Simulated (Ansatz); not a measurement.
System: CH3AlF, charge 0, multiplicity 2. It need not be the lowest isomer of its formula. SMILES: [CH3][Al][F]
Coordinates optimised at B3LYP-D3(BJ)/def2-TZVP (Ansatz, a quantum-chemistry and plane-wave program):
```
C
H 1 1.0896
H 1 1.0937 2 109.12
H 1 1.0937 2 109.12 3 117.96
Al 1 1.9765 2 112.88 3 -121.02
F 5 1.6675 1 115.82 2 180.00
```
Charge 0, spin multiplicity 2.

Wanted: vertical electron affinity (to the singlet state of charge -1; a negative value means that the extra electron is unbound and the number depends on the basis; each state is the SCF solution reached for its spin; for the singlet the Hartree-Fock reference is unstable and T1 is 0.017), in eV. Cores are frozen in the correlated levels unless marked. Open shells are spin-unrestricted. No spin-orbit coupling. Non-relativistic. Anions need diffuse functions: aug- sets have them; def2-D sets add few. CBS(X,Y): correlation extrapolated as X^-3; Hartree-Fock from the larger set. [CCSD(T)-MP2]/basis is that difference in the basis named.

```csv
level,program,vertical electron affinity (eV)
HF/aug-cc-pV(D+d)Z,Ansatz,-0.03
HF/aug-cc-pV(T+d)Z,Ansatz,-0.03
```

Predict the RI-MP2/CBS(aug-cc-pV(T+d)Z,aug-cc-pV(Q+d)Z)+[CCSD(T)-MP2]/aug-cc-pV(D+d)Z result (Ansatz).

1.14 eV, so HF/aug-cc-pV(T+d)Z differs from it by -1.17 eV.
